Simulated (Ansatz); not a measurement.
Start from `[SiH3]Br` and change one atom or group to get `[SiH3][SiH2]Br`.

Ansatz, PBE0-D4/def2-TZVP geometries, multiplicity 1. 

Scalar relativity is left out up to krypton.

| property | `[SiH3]Br` |
| --- | --- |
| HOMO–LUMO gap (PBE/def2-TZVPP) / eV | 5.96 |
| LUMO energy (PBE0/def2-TZVPP) / eV | -0.36 |
| ideal-gas entropy at 298 K and 1 bar (rigid rotor, harmonic PBE0-D4/def2-TZVP) / J/(mol·K) | 263 |
| LUMO energy (ωB97M-V/def2-TZVPP) / eV | 1.44 |
| HOMO–LUMO gap (PBE0/def2-TZVPP) / eV | 8.12 |
| HOMO energy (PBE0/def2-TZVPP) / eV | -8.48 |

Problem. Give the same properties after the change, and the shifts. (Best estimate.)

Solution. Ansatz gave: 
| property | `[SiH3][SiH2]Br` | shift |
| --- | --- | --- |
| HOMO–LUMO gap (PBE/def2-TZVPP) / eV | 5.21 | -0.75 |
| LUMO energy (PBE0/def2-TZVPP) / eV | -0.76 | -0.40 |
| ideal-gas entropy at 298 K and 1 bar (rigid rotor, harmonic PBE0-D4/def2-TZVP) / J/(mol·K) | 335 | 72 |
| LUMO energy (ωB97M-V/def2-TZVPP) / eV | 1.07 | -0.37 |
| HOMO–LUMO gap (PBE0/def2-TZVPP) / eV | 7.24 | -0.88 |
| HOMO energy (PBE0/def2-TZVPP) / eV | -8.00 | 0.48 |

With PBE0 the HOMO rises by 0.48 eV and the LUMO falls by 0.40 eV, so the gap narrows by about 0.88 eV. PBE moves the HOMO by 0.38 eV and ωB97M-V by 0.63 eV. The zero-point energy changes by 44.9 kJ/mol with +9 modes.

Spin–orbit coupling is left out; it splits and shifts lone-pair levels of the heavy atoms by tenths of an eV.
